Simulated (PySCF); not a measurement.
**Worked example: entropy of an ideal gas**

C2H4I, SMILES C[CH]I (connectivity only; charge and spin as stated), charge +1, multiplicity 1.

Coordinates come from a PBE0-D3(BJ)/def2-SVP optimisation. The spin state was assumed, not searched. The isomer is the one that the SMILES or the coordinates give; other isomers of the formula were not compared. The def2 effective core potentials stand for the cores of I; spin–orbit coupling is left out.

PySCF with PBE0-D3(BJ)/def2-SVP gives the harmonic wavenumbers 154, 316, 647, 753, 928, 966, 1201, 1263, 1306, 1370, 1456, 2981, 3029, 3180, 3213 cm⁻¹ and the rotational temperatures 2.1932, 0.1491, 0.1420 K. The molar mass is 154.96 g/mol, the symmetry number 1, the spin multiplicity 1.

Problem. Work out the entropy at 298.15 K and 1 atm in the rigid-rotor, harmonic-oscillator model.

Solution. 
Translation (Sackur–Tetrode at 1 atm): S = R[1.5 ln M + 2.5 ln T − 1.16487] = 171.6 J/(mol K).
Rotation: q = (√π/σ) T^1.5/√(θA θB θC) = 42300, S = R[ln q + 3/2] = 101.1 J/(mol K).
Vibration: with u = 1.4388 ν/T, each mode gives R[u/(e^u − 1) − ln(1 − e^−u)]:
```json
[
 {"ν (cm⁻¹)": "154", "modes": "1", "u": "0.74", "S (J/(mol K))": "10.97"},
 {"ν (cm⁻¹)": "316", "modes": "1", "u": "1.52", "S (J/(mol K))": "5.57"},
 {"ν (cm⁻¹)": "647", "modes": "1", "u": "3.12", "S (J/(mol K))": "1.57"},
 {"ν (cm⁻¹)": "753", "modes": "1", "u": "3.63", "S (J/(mol K))": "1.04"},
 {"ν (cm⁻¹)": "928", "modes": "1", "u": "4.48", "S (J/(mol K))": "0.52"},
 {"ν (cm⁻¹)": "966", "modes": "1", "u": "4.66", "S (J/(mol K))": "0.45"},
 {"ν (cm⁻¹)": "1201", "modes": "1", "u": "5.80", "S (J/(mol K))": "0.17"},
 {"ν (cm⁻¹)": "1263", "modes": "1", "u": "6.09", "S (J/(mol K))": "0.13"},
 {"ν (cm⁻¹)": "1306", "modes": "1", "u": "6.30", "S (J/(mol K))": "0.11"},
 {"ν (cm⁻¹)": "1370", "modes": "1", "u": "6.61", "S (J/(mol K))": "0.09"},
 {"ν (cm⁻¹)": "1456", "modes": "1", "u": "7.03", "S (J/(mol K))": "0.06"}
]
```
The stiffer modes add less than 0.005 each. Sum 20.7 J/(mol K).
Spin: R ln 1 = 0.0 J/(mol K).
Total 293.4 J/(mol K); the program's own thermochemistry gives 293.4. Translation makes up 59 % and vibration 7 %. Anharmonicity, hindered rotation and orbital degeneracy are left out.
